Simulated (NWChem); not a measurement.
MgSiH₄Se; SMILES [SiH3][Mg][SeH]

```xyz
7

Mg    -0.0105    -0.6242     0.0000
Se    -0.0319     1.8168     0.0000
H      1.4429     1.8215    -0.0001
Si    -0.0139    -3.1989     0.0000
H     -0.7368    -3.7729    -1.1844
H     -0.6755    -3.7733     1.2195
H      1.3746    -3.7703    -0.0355
```
Atoms are numbered in this order, from 1.

Program: NWChem. All runs use the structure optimised with PBE0/def2-SVP. B3LYP is NWChem's, with the RPA form of VWN correlation.

For level TPSS/def2-TZVP:

```yaml
highest occupied level (eV): -5.78
orbital gap (eV): 4.13
```

Problem. How do the values read with level B3LYP/def2-TZVP instead?

Solution. 
| Item | Value |
|---|---|
| highest occupied level (eV) | -6.54 |
| orbital gap (eV) | 5.09 |
